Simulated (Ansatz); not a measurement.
A structure relaxed at PBE-D4/def2-SVP in Ansatz, charge 0, singlet:

```xyz
16

Li   -1.9004    3.1437   -2.0503
I    -1.5670    0.4441   -2.1109
Li   -0.4477   -1.8849   -0.9987
I     0.0362   -4.6064   -0.8554
I    -2.9356    3.6313    0.3887
Li   -1.7341    1.1511    0.6485
I    -1.5175   -1.4821    1.6156
Li   -0.1578   -3.8365    1.7191
I     0.6069    4.1261   -2.1343
Li    0.9298    1.5235   -1.2497
I     2.2487   -0.9540   -1.0677
Li    2.3568   -3.4838   -0.0724
Li   -0.2972    4.1769    0.4032
I     0.8341    1.9917    1.5637
Li    1.2507   -0.7900    1.6005
I     2.2941   -3.1507    2.6003
```

**Question.** Give its formula and point group.

**Answer.** Li₈I₈ (started as a model of: 2x2x4 LiI rock-salt block). Point group D2d (tolerance 0.1 Å).

**Question.** Summarise the bond lengths by kind (pairs closer than 1.2 times the sum of covalent radii, bridged metal pairs left out).

**Answer.** 28 × I–Li 2.69 to 2.85 Å.

In the def2 sets I takes a core potential; there is no spin–orbit coupling.
